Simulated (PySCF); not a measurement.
An unknown shows these calculated signals:

$^{1}$H NMR (500 MHz, computed): δ 7.13 (d, 1H), 6.80 (m, 1H), 6.52 (m, 1H), 4.77 (m, 2H), 4.67 (m, 1H).

$^{13}$C{$^{1}$H} NMR (computed): δ 171.4 (C), 154.4 (CH), 138.4 (CH), 122.4 (CH), 95.9 (CH).

All values are calculated (PySCF 2.14.0 with density-fitted response routines): coordinates at the GFN2-xTB level, σ from GIAO-PBE0/pcSseg-1. One averaged value for each set of equivalent atoms, isolated molecule, a single conformation, non-relativistic.

δ = σ(ref) − σ, references computed at the same level: $^{1}$H (σ = 31.72 ppm), $^{13}$C (σ = 186.93 ppm) vs TMS.

Q: Which of these does the molecule contain: an aldehyde, a non-aromatic C=C double bond, a tert-butyl group, a Si–H bond, a nitrile?

A: 
- An aldehyde: no.
- A non-aromatic C=C double bond: yes.
- A tert-butyl group: no.
- A Si–H bond: yes (δH 4.77 (m)).
- A nitrile: no.

The data belong to `FC(F)OC1=C[SiH2]C=C1`, C5H6F2OSi; they needn't prove each group on their own.

Carbon signals by region: 1 in the far downfield region (above 160 ppm), 3 in the sp2 and nitrile region (100–160 ppm), 1 at 50–100 ppm. Above 160 ppm: 171.4, alkene carbon bearing oxygen.

Splittings by $^{19}$F in the carbon and heteronuclear signals aren't shown, as no couplings were computed. Shifts are as computed. Against solution values, carbons near 30 ppm lie about +3 ppm off and those near 130 ppm about +5 ppm. Of 1211 compounds with measured shifts, 218 miss one by over three times the rms of a fit or turn the order of signals round; such compounds aren't used in these exercises. No couplings were computed; multiplicities are counted from neighbouring protons, with m where these are inequivalent, close in shift, in a saturated or five-membered ring or joined by F or P, and br s for small geminal =CH2 splittings.
